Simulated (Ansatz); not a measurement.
A run of Ansatz (development build ahead of 0.2.0) on singlet C12H12 at this shape:

| atom | x (Å) | y (Å) | z (Å) |
| --- | --- | --- | --- |
| C | 2.7235 | -0.0500 | 0.0000 |
| C | 2.3336 | 1.4050 | 0.0000 |
| C | 1.4050 | 2.3336 | 0.0000 |
| C | -0.0500 | 2.7235 | 0.0000 |
| C | -1.3184 | 2.3836 | 0.0000 |
| C | -2.3836 | 1.3184 | 0.0000 |
| C | -2.7235 | 0.0500 | 0.0000 |
| C | -2.3336 | -1.4050 | 0.0000 |
| C | -1.4050 | -2.3336 | 0.0000 |
| C | 0.0500 | -2.7235 | 0.0000 |
| C | 1.3184 | -2.3836 | 0.0000 |
| C | 2.3836 | -1.3184 | 0.0000 |
| H | 3.8085 | -0.0500 | 0.0000 |
| H | 3.2732 | 1.9475 | 0.0000 |
| H | 1.9475 | 3.2732 | 0.0000 |
| H | -0.0500 | 3.8085 | 0.0000 |
| H | -1.8609 | 3.3232 | 0.0000 |
| H | -3.3232 | 1.8609 | 0.0000 |
| H | -3.8085 | 0.0500 | 0.0000 |
| H | -3.2732 | -1.9475 | 0.0000 |
| H | -1.9475 | -3.2732 | 0.0000 |
| H | 0.0500 | -3.8085 | 0.0000 |
| H | 1.8609 | -3.3232 | 0.0000 |
| H | 3.3232 | -1.8609 | 0.0000 |

Its results:

* Converged: yes
* Total energy: -460.76228 hartree
* Spin squared of the determinant: 1.489
* Stability test: minimum

Which input gives this output? Name the method, the orbitals and the basis set, and write the input.

UHF in def2-SVP.

```yaml
crystal:
  periodic: [false, false, false]
  atoms:
    - { symbol: C, position_ang: [2.72345, -0.05, 0.0] }
    - { symbol: C, position_ang: [2.33358, 1.40502, 0.0] }
    - { symbol: C, position_ang: [1.40502, 2.33358, 0.0] }
    - { symbol: C, position_ang: [-0.05, 2.72345, 0.0] }
    - { symbol: C, position_ang: [-1.31843, 2.38358, 0.0] }
    - { symbol: C, position_ang: [-2.38358, 1.31843, 0.0] }
    - { symbol: C, position_ang: [-2.72345, 0.05, 0.0] }
    - { symbol: C, position_ang: [-2.33358, -1.40502, 0.0] }
    - { symbol: C, position_ang: [-1.40502, -2.33358, 0.0] }
    - { symbol: C, position_ang: [0.05, -2.72345, 0.0] }
    - { symbol: C, position_ang: [1.31843, -2.38358, 0.0] }
    - { symbol: C, position_ang: [2.38358, -1.31843, 0.0] }
    - { symbol: H, position_ang: [3.80845, -0.05, 0.0] }
    - { symbol: H, position_ang: [3.27322, 1.94752, 0.0] }
    - { symbol: H, position_ang: [1.94752, 3.27322, 0.0] }
    - { symbol: H, position_ang: [-0.05, 3.80845, 0.0] }
    - { symbol: H, position_ang: [-1.86093, 3.32321, 0.0] }
    - { symbol: H, position_ang: [-3.32321, 1.86093, 0.0] }
    - { symbol: H, position_ang: [-3.80845, 0.05, 0.0] }
    - { symbol: H, position_ang: [-3.27322, -1.94752, 0.0] }
    - { symbol: H, position_ang: [-1.94752, -3.27322, 0.0] }
    - { symbol: H, position_ang: [0.05, -3.80845, 0.0] }
    - { symbol: H, position_ang: [1.86093, -3.32321, 0.0] }
    - { symbol: H, position_ang: [3.32321, -1.86093, 0.0] }
basis:
  gaussian: { orbitals: def2-SVP }
magnetization:
  spin_polarized: true
hamiltonian:
  xc: hf
```

Caution: the unrestricted determinant is a mixture of spin states.
